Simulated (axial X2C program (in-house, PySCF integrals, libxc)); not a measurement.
# GaB⁺ along the bond: PBE0, two-component

Calculated with an in-house relativistic program for diatomic molecules. Two-component (2c) means X2C with spin–orbit coupling and atomic mean-field two-electron Coulomb and Gaunt terms. Basis: Ga dyall-cv3z [9s9p7d4f1g], B dyall-v3z [7s6p2d1f] (cores contracted in-house); Gaussian nuclei, density fitting, unrestricted open shells. Masses: Ga 68.926 u, B 11.009 u.

State: Ω = 1/2 (⟨Sz⟩ = 0.50, ⟨Lz⟩ = 0.00 at PBE0). Dipoles are positive if B is the positive end and refer to the centre of mass.

```
R (Å)  μ (D)  HOMO (eV)  LUMO (eV)
2.431  2.532     -11.90      -9.18
2.542  2.497     -11.79      -8.95
2.626  2.456     -11.70      -8.79
2.710  2.407     -11.61      -8.64
2.794  2.350     -11.50      -8.50
2.892  2.279     -11.38      -8.34
2.990  2.204     -11.25      -8.20
3.115  2.105     -11.09      -8.03
3.269  1.982     -10.88      -7.86
3.493  1.803     -10.59      -7.65
```

Problem. The minimum lies at 2.787 Å. What is the dipole moment there?

Solution. At PBE0, 2c, with the sign and origin stated: μ = 2.36 D.

One determinant describes the state; a PBE0 search over occupations chose it and may have missed a lower one. Density functionals use the spin component along the axis (collinear).
